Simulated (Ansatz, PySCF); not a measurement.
Gas-phase reaction (SMILES): NB(N)N + [H][H] (H2) -> NBN + N (NH3); hydrogen cleaves one B-N bond, a model of a ligand-exchange step.

Each molecule is optimised on its own at B3LYP-D3(BJ)/def2-TZVP (Ansatz, a program for electronic structure), one conformer each, not searched for the lowest. Correlated levels leave the core frozen unless marked. No spin-orbit coupling. No relativistic terms. CBS(X,Y): correlation extrapolated as X^-3; Hartree-Fock from the larger set. The bracket is a focal-point correction in the basis named. Thermal terms are rigid-rotor harmonic-oscillator values from B3LYP-D3(BJ) frequencies (Ansatz or PySCF) at 298.15 K and 1 atm. 1 Eh = 627.5095 kcal/mol.

```tsv
species	E, RI-MP2/CBS(aug-cc-pVTZ,aug-cc-pVQZ)+[CCSD(T)-MP2]/aug-cc-pVTZ (Ansatz) (Eh)	E, PBE-D3(BJ)/def2-TZVPD (Ansatz + dftd3) (Eh)	H - E (Eh)
NB(N)N	-192.64057	-192.68442	0.09030
[H][H] (H2)	-1.17524	-1.16598	0.01336
NBN	-137.29220	-137.32454	0.07172
N (NH3)	-56.50756	-56.51114	0.03799
```

Question: Work out ΔE and ΔH at 298.15 K at the first level, then ΔH at the second.

Answer: 
1. ΔE = [(-137.29220) + (-56.50756)] - [(-192.64057) + (-1.17524)] = 0.01605 Eh = 10.1 kcal/mol at RI-MP2/CBS(aug-cc-pVTZ,aug-cc-pVQZ)+[CCSD(T)-MP2]/aug-cc-pVTZ.
2. The terms H - E add up to 0.00605 Eh, so ΔH = (0.01605 + (0.00605))×627.5095 = 13.9 kcal/mol.
3. At PBE-D3(BJ)/def2-TZVPD the same steps give ΔE = 9.2 and ΔH = 13.0 kcal/mol, a shift of -0.9 from the first level.
4. These values are not checked against measurement here, since the tables used lack a sound gas-phase enthalpy of formation for at least one species.
